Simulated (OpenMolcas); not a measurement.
# Te2+: effect of the basis set

```json
{
 "Program": "OpenMolcas 26.06",
 "Method": "RASSCF",
 "Active space": "4 electrons in 9 orbitals (RAS2 5s 5p; RAS3 5d, at most 2 electrons)",
 "State averaging": "2S+1 = 3 even, 6 roots; 2S+1 = 1 even, 12 roots; 2S+1 = 5 odd, 1 root; 2S+1 = 3 odd, 8 roots; 2S+1 = 1 odd, 8 roots",
 "Spin-orbit coupling": "RASSI with atomic mean-field integrals over the reference wave functions, term energies averaged over their components"
}
```

A. ANO-R2 [7s6p4d2f1g], X2C, finite nucleus; cost about 40 core-seconds
B. ANO-RCC-VTZP [7s6p4d2f1g], DKH2, point nucleus; cost roughly 22 core-seconds
C. ANO-RCC-VQZP [8s7p5d3f2g], DKH2, point nucleus; cost about 27 core-seconds
D. ANO-RCC [10s9p8d5f3g], DKH2, point nucleus; cost roughly 70 core-seconds

Energies in cm-1 above 5s2 5p2 3P0, the measured ground level; measured values from the list in Zhang, Palmeri, Quinet and Biemont, Astron. Astrophys. 551, A136 (2013).

```tsv
Level	A	B	C	D	Measured
5s2 5p2 3P0	0.0	0.0	0.0	0.0	0.0
5s2 5p2 3P1	3842	3943	3849	3932	4757
5s2 5p2 3P2	7378	7510	7337	7451	8167
5s2 5p2 1D2	17932	17986	17600	17660	17360
5s2 5p2 1S0	31851	31730	31237	31350	30398
5s 5p3 5S* 2	56037	56056	54757	54485	64586
5s 5p3 3D* 1	80004	79401	78272	78117	82889
5s 5p3 3D* 2	80079	79485	78366	78190	83203
5s 5p3 3D* 3	81434	80898	79764	79613	85206
5s 5p3 3P* 0	94093	93368	92186	92094	96062
5s 5p3 3P* 2 [65 %]	94550	93653	91934	91817	
5s 5p3 3P* 1	94629	93900	92657	92580	96582
```

Deviations, from unrounded energies. A percentage is the sum of absolute deviations over the sum of measured energies, with the sign that they share, or ± where signs differ.

| Against measurement | Levels | A | B | C | D |
| --- | --- | --- | --- | --- | --- |
| mean absolute deviation (cm-1) | 10 | 2600 | 2900 | 3500 | 3600 |
| fine structure of the ground term (%) | 2 | -13.2 | -11.4 | -13.5 | -11.9 |
| other terms of the ground configuration (%) | 2 | +4.2 | +4.1 | +2.3 | +2.6 |
| other configurations (%) | 6 | -4.4 | -5.0 | -6.4 | -6.6 |

A lies closest to measurement on these levels and D furthest from it. The largest miss of A in the table is 5s 5p3 5S* 2, by -8500 cm-1. The ranking rests on the paired levels alone, and a cruder setting can come out closer through cancelling errors.

Among A to D the level of the table that moves most is 5s 5p3 3P* 2 [65 %], by 2700 cm-1 (lowest in D, highest in A).

Some terms mix strongly with configurations of 5d, whose occupation reaches 0.17 (5s 5p3 3D*, 5s 5p3 3P*) (figures for A; the like holds for B, C, D). Active for correlation alone: 5d; no level in the range computed is led by a configuration that fills it, so any true level of that kind is missing (holds for A). The run also gave levels led by 5s 5p2 5d, 5s2 5p 5d, which use shells meant for correlation; these and all levels above them are left out (holds for B; C; D). Measured partners are found by configuration, term and J. A level has none where our copy of the source lacks it or the pairing is in doubt (some pairs that miss far off the trend of their configuration count as doubtful), and it then counts in no deviation. Only configurations of the active space appear. The table leaves out levels that lie high or whose names do not pair safely across all columns.

A share in square brackets marks a mixed level and gives the weight of the term that names it, the lowest over the columns. * marks odd parity.
